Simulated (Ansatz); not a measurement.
Diatomic TaS, multiplicity 4 (an upper state: multiplicity 2 came lower at CCSD(T)/def2-TZVPP on PBE0 minima). No spin–orbit coupling.

The constants come from a fifth-degree fit in 1/R (seven points, main isotopes). In def2 and cc sets the state is the lowest found near the PBE0 minimum, followed along R.

Codes used: Ansatz (an electronic-structure program) with Gaussian orbitals.  In def2 rows elements past Kr take small-core potentials, without spin–orbit coupling.

Energies at wB97X-V/def2-TZVPP:

| R (Å) | E (hartree) |
|---|---|
| 1.985341 | -455.01717150 |
| 2.038710 | -455.02631641 |
| 2.087810 | -455.03062259 |
| 2.143314 | -455.03162016 |
| 2.198819 | -455.02929753 |
| 2.262862 | -455.02338285 |
| 2.337579 | -455.01319328 |

### Question
With a reduced mass of 27.1711 u, find the minimum, the force constant and the constants.

### Answer
A fifth-degree polynomial in 1/R puts the minimum at r_e = 2.1304 Å with force constant 493 N/m. Then ω_e = (1/2πc)√(k/μ) = 555 cm⁻¹ and B_e = h/(8π²cμr_e²) = 0.1367 cm⁻¹; the cubic and quartic terms give α_e = 0.00038 and ω_e x_e = 1.1 cm⁻¹.
